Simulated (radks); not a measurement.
Results of a calculation; reference values are marked as such.
Valence configurations of Ni3+ (all share [Ar]). Code: a radial shooting solver on a logarithmic mesh with Libxc functionals. Model: non-relativistic Kohn-Sham, PBE, spin-polarised, spherical densities, point nucleus; open shells are filled with parallel spins first. Energies are relative to 3d7; eigenvalues in eV for spin up.

3d7: E (eV) 0.000; moment (Bohr magnetons) 3; e(3d) -48.818
3d6.5 4p0.5: E (eV) 10.346; moment (Bohr magnetons) 4; e(3d) -53.670; e(4p) -27.495
3d6 4s1: E (eV) 13.552; moment (Bohr magnetons) 5; e(3d) -57.518; e(4s) -36.852
3d6 4p1: E (eV) 21.873; moment (Bohr magnetons) 5; e(3d) -58.667; e(4p) -29.155
3d5 4s2: E (eV) 33.717; moment (Bohr magnetons) 5; e(3d) -66.854; e(4s) -39.137
3d5 4p2: E (eV) 48.711; moment (Bohr magnetons) 7; e(3d) -69.044; e(4p) -32.267
3d4 4p3: E (eV) 89.099; moment (Bohr magnetons) 7; e(3d) -79.180; e(4p) -35.089
3d3 4s1 4p3: E (eV) 127.11; moment (Bohr magnetons) 7; e(3d) -88.711; e(4p) -37.313; e(4s) -47.244

NIST lists [Ar] 3d7 as the ground configuration; this level of theory agrees among the configurations tried. The energies are those of spherical high-spin densities, not of single terms.
